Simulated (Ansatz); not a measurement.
Consider the ligand exchange at the Si–C bond: `[F][Al]1[CH]=[C]1[SiH3]` + CH₃OH → `CO[SiH3]` + `[F][Al]1[CH]=[CH]1`.

Isolated molecules relaxed with PBE0-D4/def2-TZVP in Ansatz; ΔE leaves out vibrations. CCSD(T)/CBS is the MP2 limit (def2-TZVPP, def2-QZVPP) plus CCSD(T) − MP2 in def2-TZVPP, frozen cores. This one scheme is used for every species. DFT in def2-TZVPP.

CCSD(T)/CBS gives -73.8 kJ/mol.

**Question.** Another level gave -78.2 kJ/mol. Which?
A. HF/def2-TZVPP
B. revPBE-D4/def2-TZVPP
C. PBE0-D4/def2-TZVPP
D. B2PLYP/def2-TZVPP

**Answer.** D. B2PLYP -78.2, HF/def2-TZVPP -90.3, PBE0-D4 -66.2, revPBE-D4 -62.2 kJ/mol.

Largest T1 diagnostic among the species: 0.014.

From BLYP to BHLYP (50 % exact exchange), in def2-TZVPP and without D4, ΔE moves by −8.9 kJ/mol. Leaving LDA and LC-ωPBE aside and taking each functional with its dispersion term where it has one, the values, not all of them listed here, spread over 18.3 kJ/mol, from CAM-B3LYP-D4 to revPBE-D4.
